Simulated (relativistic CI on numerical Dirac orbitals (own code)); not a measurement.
**One change at a time: I⁴³⁺**

Base calculation: Dirac-Coulomb-Breit CI, separate exchange-only KLI orbitals for each configuration, model QED, unscaled Slater integrals.

Configuration list (outside the closed core 1s2): 2s2.2p6, 2s2.2p5.3s, 2s2.2p5.3p, 2s2.2p5.3d, 2s.2p6.3s, 2s.2p6.3p, 2s.2p6.3d, 2s2.2p5.4s, 2s2.2p5.4p, 2s2.2p5.4d, 2s2.2p5.4f, 2s.2p6.4s, 2s.2p6.4p, 2s2.2p4.3s2, 2s.2p6.4d, 2s.2p6.4f. Levels of other configurations are missing.

Variants: (1) QED terms removed; (2) non-relativistic limit. Shifts of the energy above 2s2.2p6 1S_0, in eV, for the lowest level and the first level of each name with at least 55 % of one term (blank where a level changes its place among those of its configuration and J or its character, or is not in the variant):

| Level | Base | Δ(1) | Δ(2) |
| --- | --- | --- | --- |
| 2s2.2p6 1S_0 | 0.00 | 0.00 | 0.00 |
| 2s2.2p5.3s 3P°_2 | 4037.25 | -1.04 | +91.40 |
| 2s2.2p5.3s 1P°_1 | 4042.70 | -1.04 |  |
| 2s2.2p5.3p 3D_3 | 4208.13 | +0.31 | +1.57 |
| 2s2.2p5.3p 1P_1 | 4208.17 | +0.31 |  |
| 2s2.2p5.3p 3P_2 | 4216.27 | +0.31 |  |
| 2s2.2p5.3d 3P°_0 | 4312.35 | +0.49 | -2.64 |
| 2s2.2p5.3d 3P°_1 | 4318.06 | +0.49 | -8.35 |
| 2s2.2p5.3d 3F°_3 | 4321.83 | +0.49 | -4.77 |
| 2s2.2p5.3d 3D°_2 | 4325.84 | +0.49 |  |
| 2s2.2p5.3d 3F°_4 | 4336.64 | +0.44 | -19.59 |
| 2s2.2p5.3s 3P°_0 | 4344.93 | -1.55 | -216.28 |
| 2s2.2p5.3s 3P°_1 | 4345.85 | -1.43 |  |
| 2s2.2p5.3d 3D°_3 | 4347.59 | +0.44 |  |

At this charge energies of transitions that change n are usually good to better than 1 %, and those within a shell (Δn = 0) to a few per cent.

Ionisation energy from the two ground configurations alone: base 7337.19 eV. The NIST ASD value (theoretical) is 7337 eV.

LS names give the leading component of a level, which can be under half, so a name can repeat, a term be missing and a line seem to break the LS rules.
